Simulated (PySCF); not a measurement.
Dipole response of B⁺ (boron, charge +1)

[He] 2s1 2p1, high-spin 3P determinant (an excited configuration). Calculation: PySCF 2.14, in aug-cc-pCVQZ-DK (9s8p6d4f2g, 109 functions); the spin-free X2C one-electron Hamiltonian (Gaussian nucleus). Coupled (time-dependent) response in atomic units; α is the mean over directions.

```csv
method,mean α (bohr³),"α xx, yy, zz",C₆ (like pair),S(−4)
UHF,7.784,"9.229, 4.895, 9.229",17.91,64.81
PBE,8.076,"9.375, 5.478, 9.375",18.53,76.53
PBE0,7.986,"9.343, 5.272, 9.343",18.29,73.47
```

S(−4) is the Cauchy moment in α(ω) = α(0) + S(−4) ω² + …

α(iu) at PBE:

```json
{"u (hartree)": "0", "α(iu) (bohr³)": "8.076"}
{"u (hartree)": "0.0500", "α(iu) (bohr³)": "7.891"}
{"u (hartree)": "0.100", "α(iu) (bohr³)": "7.399"}
{"u (hartree)": "0.200", "α(iu) (bohr³)": "6.037"}
{"u (hartree)": "0.300", "α(iu) (bohr³)": "4.768"}
{"u (hartree)": "0.500", "α(iu) (bohr³)": "3.042"}
{"u (hartree)": "0.750", "α(iu) (bohr³)": "1.886"}
{"u (hartree)": "1.00", "α(iu) (bohr³)": "1.269"}
{"u (hartree)": "1.50", "α(iu) (bohr³)": "0.6825"}
{"u (hartree)": "2.00", "α(iu) (bohr³)": "0.4263"}
{"u (hartree)": "3.00", "α(iu) (bohr³)": "0.2151"}
{"u (hartree)": "5.00", "α(iu) (bohr³)": "0.09069"}
```

A single London oscillator, α(iu) = α/(1 + u²/ω²), gives C₆ = (3/4) ω α². Matching the computed C₆ needs ω = 4 × 18.53 / (3 × 8.076²) = 0.379 hartree.

For an ion, C₆ is the dispersion term alone; charge-induced terms of lower order in 1/R come first.

The components differ because the open shell of this determinant is not spherical; for a pure term their mean is the scalar polarisability.
